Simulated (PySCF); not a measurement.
Several molecules and their computed UV-vis stick spectra, shuffled. Method used: TDDFT PBE0/def2-SVPD, vertical, gas phase, core orbitals frozen in the response in PySCF 2.14.0, density-fitted response routines. Geometries: PBE0-D3(BJ)/def2-SVP; one conformer of each isolated species. Triplets are in the Tamm–Dancoff approximation.

A. `C=C=CCCl`
B. `CBC/C=C\C`
C. `CC1=NN(C(N)=O)B(O)c2ccsc21`
D. `[SiH3]CCl`
E. `[AlH2-]1[O+]([AlH2-][O+]1C)C`

Lowest singlet levels (six at most, fewer where fewer were computed) with oscillator strengths:

1. 282 nm (f 0.305); 255 nm (f 0.001); 245 nm (f 0.031); 228 nm (f 0.020); 217 nm (f 0.002); 216 nm (f 0.015); T1 2.99 eV
2. 211 nm (f 0.000); 198 nm (f 0.000); 178 nm (f 0.112); 174 nm (f 0.003); 173 nm (f 0.005); 171 nm (f 0.008); T1 5.54 eV
3. 262 nm (f 0.006); 203 nm (f 0.003); 196 nm (f 0.006); 184 nm (f 0.005); 182 nm (f 0.027); 175 nm (f 0.039)
4. 217 nm (f 0.009); 207 nm (f 0.000); 187 nm (f 0.067); 182 nm (f 0.111); 179 nm (f 0.009); 172 nm (f 0.078); T1 4.40 eV
5. 186 nm (f 0.024); 176 nm (f 0.002); 167 nm (f 0.008); 158 nm (f 0.010); 154 nm (f 0.038); 149 nm (f 0.001); T1 5.96 eV

Question: Which spectrum belongs to which structure?

Answer: 1 = C, 2 = E, 3 = B, 4 = A, 5 = D.
- A: S1 at 5.72 eV, HOMO→LUMO+1 (40%), HOMO→LUMO (34%), HOMO-1→LUMO+1 (11%); Löwdin shares by element: HOMO carbon 72% or more, chlorine 13%; LUMO carbon 54% or more, chlorine 22% (atoms not listed hold the other 24%); HOMO -7.78 and LUMO -0.45 eV.
- B: S1 at 4.73 eV, HOMO→LUMO (98%); Löwdin shares by element: HOMO carbon 81% or more (atoms not listed hold the other 19%); LUMO boron 48%, carbon 26% or more, hydrogen 9% or more (atoms not listed hold the other 18%); HOMO -6.71 and LUMO -0.75 eV.
- C: S1 at 4.40 eV, HOMO→LUMO (96%); Löwdin shares by element: HOMO nitrogen 29% or more, carbon 24% or more (atoms not listed hold the other 47%); LUMO carbon 24% or more, nitrogen 16% or more, sulfur 13% (atoms not listed hold the other 46%); HOMO -6.79 and LUMO -1.78 eV; point group Cs.
- D: S1 at 6.67 eV, HOMO→LUMO (90%); Löwdin shares by element: HOMO chlorine 62%, carbon 19%, silicon 11%; LUMO chlorine 33%, silicon 21%, carbon 19%, hydrogen 8% or more (atoms not listed hold the other 19%); HOMO -8.24 and LUMO -0.08 eV; point group Cs.
- E: S1 at 5.88 eV, HOMO→LUMO (96%); Löwdin shares by element: HOMO aluminium 30%, hydrogen 27% or more (atoms not listed hold the other 43%); LUMO aluminium 35%, oxygen 17% (atoms not listed hold the other 49%); HOMO -7.58 and LUMO -0.50 eV.
